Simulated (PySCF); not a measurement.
# Tc⁺: excitation energy

Tc⁺ [Kr] 4d5 5s1 (7S) → Tc⁺ [Kr] 4d4 5s1 5p1 (high-spin determinant), as a difference of total energies. Calculation: PySCF 2.14, in ANO-RCC-VTZP (7s6p4d2f1g, 68 functions); the spin-free X2C one-electron Hamiltonian (Gaussian nucleus). Correlated levels: valence: [Kr] frozen. The calculations carry no spin-orbit coupling.

```csv
method,excitation energy (eV)
UHF,8.162
MP2 (valence),8.709
SCS-MP2 (valence),8.344
CCSD (valence),8.693
CCSD(T) (valence),8.703
```

Question: How much does correlation contribute at CCSD(T) (valence)?

Answer: 8.703 − (8.162) = 0.541 eV, measured against UHF.

A first-order spin-orbit estimate (lowest level to lowest level, LS coupling) adds -0.268 eV.

The basis was made for the ground configuration and has no added diffuse functions, so the excitation energy can come out too high.

The determinant of the upper state mixes LS terms, which raises its energy above the lowest term, most at the Hartree-Fock and MP2 levels.
